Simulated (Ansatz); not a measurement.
`BBBr` + `N[SiH2]F` → `BN[SiH2]F` + `BBr` at 500 K and 1 bar (cleavage of the B–B bond).

Isolated molecules relaxed with PBE0-D4/def2-TZVP in Ansatz; ΔE leaves out vibrations. CCSD(T)/CBS adds triple-zeta CCSD(T) − MP2 to the extrapolated MP2 energy (def2 sets, frozen cores). For Br outer-core shells are correlated without core-valence functions, which leaves a few kJ/mol of doubt a bond. Scalar relativity is left out up to krypton. Each species was taken in one conformer, which may not be the lowest.

```json
{"species": "`BBBr`", "CCSD(T)/CBS energy (Eh)": "-2624.69394", "H − E (kJ/mol)": "115.3", "S (J/(mol·K))": "332.3"}
{"species": "`N[SiH2]F`", "CCSD(T)/CBS energy (Eh)": "-446.07709", "H − E (kJ/mol)": "152.9", "S (J/(mol·K))": "325.1"}
{"species": "`BN[SiH2]F`", "CCSD(T)/CBS energy (Eh)": "-471.49877", "H − E (kJ/mol)": "193.4", "S (J/(mol·K))": "364.6"}
{"species": "`BBr`", "CCSD(T)/CBS energy (Eh)": "-2599.32470", "H − E (kJ/mol)": "74.3", "S (J/(mol·K))": "270.3"}
```

H − E and S are ideal-gas, rigid-rotor, harmonic terms from PBE0-D4/def2-TZVP, for one conformer and one mirror image of each species. 1 Eh = 2625.50 kJ/mol, R = 8.31446 J/(mol·K).

By hand: ΔE, ΔH, ΔS and ΔG.

ΔE = (-471.49877) + (-2599.32470) − (-2624.69394) − (-446.07709) = -0.05244 Eh = -137.7 kJ/mol. Δ(H − E) = 193.4 + 74.3 − 115.3 − 152.9 = -0.5, so ΔH = -138.2 kJ/mol. ΔS = 364.6 + 270.3 − 332.3 − 325.1 = -22.5 J/(mol·K). ΔG = -138.2 − 500 × (-22.5)/1000 = -126.9 kJ/mol.

By hand: the equilibrium constant, and the temperature at which ΔG would vanish if ΔH and ΔS stayed fixed.

log₁₀ K = −ΔG/(RT ln 10) = 13.3. ΔG = 0 at ΔH/ΔS = 6142 K, far beyond where these terms or the molecules hold.

ΔH outweighs TΔS. A doubt of 5 kJ/mol in ΔE shifts log₁₀ K by 0.5 here. Other conformers and mirror images would add mixing entropy, several J/(mol·K) or more a flexible species. These are equilibria of isolated gas molecules and say nothing of rates. Largest T1 diagnostic: 0.012 (customary marks: 0.02 for closed shells, 0.045 for open ones).
